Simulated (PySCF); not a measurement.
Cl2HMoO2, neutral, multiplicity 2. Atoms are numbered in the order given.

```xyz
6

Mo     0.1035     0.3638     0.0000
O      1.6636     0.9504     0.0000
O     -1.2988     1.5873     0.0000
H     -2.2552     1.4130     0.0000
Cl    -0.1473    -1.0881    -1.7419
Cl    -0.1473    -1.0881     1.7419
```
Charge 0, spin multiplicity 2.

Coordinates come from a r2SCAN-D4/def2-SVP optimisation. The multiplicity is an assumed one; other spin states were not compared. The def2 effective core potentials stand for the cores of Mo; spin–orbit coupling is left out. The values are those of a single conformer.

Computed with M06-2X/def2-TZVP (PySCF).

```
Item                                                                                                            Result
---------------------------------------------------------------------------------------------  -----------------------
total energy                                                                                       -1139.71570 hartree
point group                                                                                                         Cs
α spin, highest occupied and lowest empty level                                                     -8.58 and -2.68 eV
β spin, highest occupied and lowest empty level                                                    -10.51 and -2.50 eV
dipole moment                                                                                                   2.88 D
quadrupole, principal values (traceless, Buckingham form, about the centre of nuclear charge)   -5.06, -2.91, 7.97 D·Å
mean static polarisability                                                                       68.6 bohr³ (10.16 Å³)
polarisability, principal values                                                                62.5, 68.4, 74.8 bohr³
⟨S²⟩                                                                                           0.757 (pure state 0.75)
```
